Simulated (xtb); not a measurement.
Sb(F)2(OMe) (CH3F2OSb), SMILES [F][Sb]([O]C)[F]. All values are semi-empirical tight-binding results from xtb (GFN2-xTB unless named), good for trends rather than for accurate numbers. Geometry: GFN2-xTB. The structure was generated by enumeration; whether it is a known compound was not checked. Other conformers were not sampled.

Optimised geometry:

Bonds (Å): Sb1–F2 1.971, Sb1–F3 2.003, Sb1–O4 1.930, O4–C5 1.412, C5–H6 1.093, C5–H7 1.090, C5–H8 1.090. Bond angles (°): F2–Sb1–F3 91.8, F2–Sb1–O4 87.9, F3–Sb1–O4 91.6, Sb1–O4–C5 122.8, O4–C5–H6 111.4, O4–C5–H7 105.7, O4–C5–H8 111.6, H6–C5–H7 109.1, H6–C5–H8 109.7, H7–C5–H8 109.1.
Charge 0, spin multiplicity 1.

For metal compounds this method's bond lengths and energies can be far off.

* **orbital gap**: 4.30 eV
* **zero-point energy**: 26.6 kcal/mol
* **G − E(el) at 298.15 K (modified RRHO)**: 5.5 kcal/mol

Problem. Give the atomic charges and the Wiberg bond orders between heavy atoms. (Estimate from the structure and the level; the computed values follow.)

Solution. charges (e) Sb1 0.64, F2 -0.25, F3 -0.28, O4 -0.32, C5 0.03, H6 0.04, H7 0.08, H8 0.06. Bond orders Sb1–F2 1.14, Sb1–F3 1.10, Sb1–O4 1.19, O4–C5 0.97.
